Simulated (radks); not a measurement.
The chlorine ion Cl2+ inside a hard spherical wall (all orbitals vanish at R), configuration held at [Ne] 3s2 3p3 and not refilled when levels cross. Method: non-relativistic Kohn-Sham, PBE, spin-polarised, spherical densities, point nucleus; open shells are filled with parallel spins first; computed with a radial shooting solver on a logarithmic mesh with Libxc functionals. Eigenvalues in eV for spin up, with the zero of energy where the potential of the charges vanishes at infinity; a dash marks a level that is unbound or too diffuse for the functional's potential to be trusted. A positive occupied level is held by the wall or, in an anion where self-interaction has pushed it up, behind a barrier. The pressure on the wall is -dE/dV.

[
 {"R (bohr)": "free", "E (hartree)": "-458.62173", "kinetic (hartree)": "458.126", "e(2s)": "-278.74", "e(2p)": "-219.53", "e(3s)": "-46.207", "e(3p)": "-33.095", "e(3d, empty)": "-15.073", "e(4s, empty)": "-12.865", "pressure (GPa)": "0"},
 {"R (bohr)": "20", "E (hartree)": "-458.62173", "kinetic (hartree)": "458.126", "e(2s)": "-278.74", "e(2p)": "-219.53", "e(3s)": "-46.207", "e(3p)": "-33.095", "e(3d, empty)": "-15.073", "e(4s, empty)": "-12.865", "pressure (GPa)": "< 0.0001"},
 {"R (bohr)": "15", "E (hartree)": "-458.62173", "kinetic (hartree)": "458.126", "e(2s)": "-278.74", "e(2p)": "-219.53", "e(3s)": "-46.207", "e(3p)": "-33.095", "e(3d, empty)": "-15.073", "e(4s, empty)": "-12.865", "pressure (GPa)": "< 0.0001"},
 {"R (bohr)": "12", "E (hartree)": "-458.62173", "kinetic (hartree)": "458.126", "e(2s)": "-278.74", "e(2p)": "-219.53", "e(3s)": "-46.207", "e(3p)": "-33.095", "e(3d, empty)": "-15.073", "e(4s, empty)": "-12.864", "pressure (GPa)": "< 0.0001"},
 {"R (bohr)": "8", "E (hartree)": "-458.62173", "kinetic (hartree)": "458.126", "e(2s)": "-278.74", "e(2p)": "-219.53", "e(3s)": "-46.207", "e(3p)": "-33.095", "e(3d, empty)": "-15.070", "e(4s, empty)": "-12.791", "pressure (GPa)": "< 0.0001"},
 {"R (bohr)": "7", "E (hartree)": "-458.62172", "kinetic (hartree)": "458.127", "e(2s)": "-278.73", "e(2p)": "-219.53", "e(3s)": "-46.206", "e(3p)": "-33.095", "e(3d, empty)": "-15.058", "e(4s, empty)": "-12.594", "pressure (GPa)": "0.00132"},
 {"R (bohr)": "5", "E (hartree)": "-458.61951", "kinetic (hartree)": "458.153", "e(2s)": "-278.63", "e(2p)": "-219.43", "e(3s)": "-46.139", "e(3p)": "-33.017", "e(3d, empty)": "-14.708", "e(4s, empty)": "-9.715", "pressure (GPa)": "0.542"},
 {"R (bohr)": "3", "E (hartree)": "-458.29305", "kinetic (hartree)": "460.160", "e(2s)": "-273.11", "e(2p)": "-213.83", "e(3s)": "-42.164", "e(3p)": "-28.194", "e(3d, empty)": "-7.250", "e(4s, empty)": "24.276", "pressure (GPa)": "206"},
 {"R (bohr)": "2.5", "E (hartree)": "-457.53085", "kinetic (hartree)": "463.563", "e(2s)": "-265.83", "e(2p)": "-206.42", "e(3s)": "-35.475", "e(3p)": "-20.358", "e(3d, empty)": "2.014", "e(4s, empty)": "61.316", "pressure (GPa)": "981"},
 {"R (bohr)": "2", "E (hartree)": "-454.94651", "kinetic (hartree)": "472.616", "e(2s)": "-250.88", "e(2p)": "-191.09", "e(3s)": "-16.169", "e(3p)": "0.893", "e(3d, empty)": "23.311", "e(4s, empty)": "145.73", "pressure (GPa)": "5330"},
 {"R (bohr)": "1.5", "E (hartree)": "-445.23663", "kinetic (hartree)": "499.652", "e(2s)": "-220.12", "e(2p)": "-159.03", "e(3s)": "49.759", "e(3p)": "67.340", "e(3d, empty)": "77.955", "e(4s, empty)": "368.70", "pressure (GPa)": "38100"}
]
